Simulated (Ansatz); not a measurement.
System: C3H13N3Si, net charge 0, singlet state. SMILES: CN[SiH](NC)NC
Geometry from a B3LYP-D3(BJ)/def2-TZVP (Ansatz, an electronic-structure program) optimisation:
```xyz
20

C      2.8801     0.0349    -0.1058
N      1.5969    -0.4133    -0.6212
Si     0.0915    -0.2203     0.1893
N     -0.8119     1.2400     0.1114
C     -0.6203     2.3929     0.9744
N     -0.9094    -1.4151    -0.5249
C     -2.3419    -1.5762    -0.3357
H      2.8398     0.0678     0.9842
H      3.1637     1.0356    -0.4544
H      3.6823    -0.6565    -0.3794
H      1.5819    -0.5104    -1.6256
H      0.4524    -0.3181     1.6287
H     -1.2927     1.4570    -0.7489
H     -1.5748     2.8575     1.2388
H      0.0193     3.1652     0.5303
H     -0.1477     2.0727     1.9044
H     -0.4462    -2.2580    -0.8275
H     -2.8402    -1.8483    -1.2713
H     -2.7668    -0.6322     0.0040
H     -2.5900    -2.3388     0.4119
```
Charge 0, spin multiplicity 1.

Property: atomisation energy (electronic, to ground-state atoms), in kcal/mol. Valence correlation only, unless marked. Open shells are spin-unrestricted. No spin-orbit coupling. Non-relativistic. The coupled-cluster limit lacks core correlation, which all-electron functionals hold. Basis-set limits of correlation are two-point, X^-3; Hartree-Fock from the larger set. The bracket is a focal-point correction in the basis named.

| level | program | atomisation energy (kcal/mol) |
|---|---|---|
| HF/6-31G | Ansatz | 1144.9 |
| HF/aug-cc-pV(Q+d)Z | Ansatz | 1271.1 |
| SVWN5/def2-TZVPD | Ansatz | 2016.9 |
| r2SCAN-D3(BJ)/def2-TZVPD | Ansatz + dftd3 | 1763.4 |
| B3LYP-D3(BJ)/def2-TZVPD | Ansatz + dftd3 | 1779.5 |
| PBE0/def2-SVP | Ansatz | 1766.9 |
| BHLYP-D4/def2-TZVPD | Ansatz + dftd4 | 1730.1 |
| CAM-B3LYP/def2-TZVPD | Ansatz | 1776.4 |
| wB97X-V/def2-TZVPD | Ansatz | 1778.5 |
| B2PLYP/def2-TZVPD | Ansatz | 1747.4 |
| MP2/6-31G* | Ansatz | 1590.4 |
| RI-MP2/aug-cc-pV(T+d)Z | Ansatz | 1746.8 |
| CCSD(T)/6-31G | Ansatz | 1458.3 |
| CCSD(T)/aug-cc-pV(T+d)Z | Ansatz | 1732.2 |
| RI-MP2/CBS(aug-cc-pV(T+d)Z,aug-cc-pV(Q+d)Z)+[CCSD(T)-MP2]/aug-cc-pV(T+d)Z | Ansatz | 1772.7 |
